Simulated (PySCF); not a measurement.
Cartesian coordinates in Å; atom numbers follow the order of the lines, from 1:
```xyz
24

C    -2.519    1.000    0.053
C    -1.804    0.539   -1.218
C    -0.437   -0.023   -0.916
C     0.549    0.765   -0.475
Si    2.272    0.209   -0.006
C     3.152    1.774    0.666
F     4.453    1.472    1.020
C    -0.277   -1.490   -1.091
Si   -1.051   -2.480    0.351
H    -3.510    1.378   -0.188
H    -2.622    0.173    0.751
H    -1.957    1.791    0.542
H    -2.414   -0.216   -1.716
H    -1.705    1.391   -1.896
H     0.326    1.822   -0.372
H     3.059   -0.278   -1.148
H     2.294   -0.800    1.062
H     2.680    2.177    1.565
H     3.217    2.575   -0.076
H     0.780   -1.744   -1.156
H    -0.751   -1.804   -2.023
H    -0.574   -1.934    1.621
H    -2.513   -2.395    0.290
H    -0.659   -3.882    0.202
```

- shieldings: GIAO PBE0/pcSseg-1
- geometry: GFN2-xTB
- run in PySCF
- one computed conformer, fast rotation and ring inversion assumed for equivalent nuclei, no solvent, relativity neglected

Chemical shifts δ = σref − σ; ¹³C and ¹H and ²⁹Si against TMS; ¹⁹F against CFCl3, all at this level.

| atoms | nucleus | count | δ (ppm) |
| --- | --- | --- | --- |
| C8 | ¹³C | 1 | ? |
| H18/H19 | ¹H | 2 | ? |
| C4 | ¹³C | 1 | 112.6 |
| H16/H17 | ¹H | 2 | ? |
| H15 | ¹H | 1 | 5.01 |
| H22/H23/H24 | ¹H | 3 | 4.00 |
| H20/H21 | ¹H | 2 | ? |
| C1 | ¹³C | 1 | 20.7 |
| Si5 | ²⁹Si | 1 | -61.6 |
| F7 | ¹⁹F | 1 | -302.1 |
| C2 | ¹³C | 1 | 36.5 |
| C3 | ¹³C | 1 | 177.6 |
| Si9 | ²⁹Si | 1 | -69.5 |
| H10/H11/H12 | ¹H | 3 | 1.10 |
| C6 | ¹³C | 1 | 78.0 |
| H13/H14 | ¹H | 2 | ? |

**Question.** Complete the table.

**Answer.** 
- C8: 26.9 ppm, allylic sp3 CH2 bonded to Si
- H18/H19: 5.07 ppm, hydrogen on an sp3 CH2 bonded to F and Si; its carbon carries F, an electronegative neighbour
- H16/H17: 4.59 ppm, hydrogen on a silicon bonded to 2 C
- H13/H14: 2.15 ppm, hydrogen on an allylic sp3 CH2; allylic position
- H20/H21: 1.93 ppm, hydrogen on an allylic sp3 CH2 bonded to Si; allylic position

Shifts are as computed. Against solution values, carbons near 30 ppm lie about +3 ppm off and those near 130 ppm about +5 ppm. Of 1309 compounds with measured shifts, 239 miss one by over three times the rms of a fit or turn the order of signals round; such compounds aren't used in these exercises. Unscaled 19F shifts against computed CFCl3 carry errors that often reach 10 to 50 ppm.
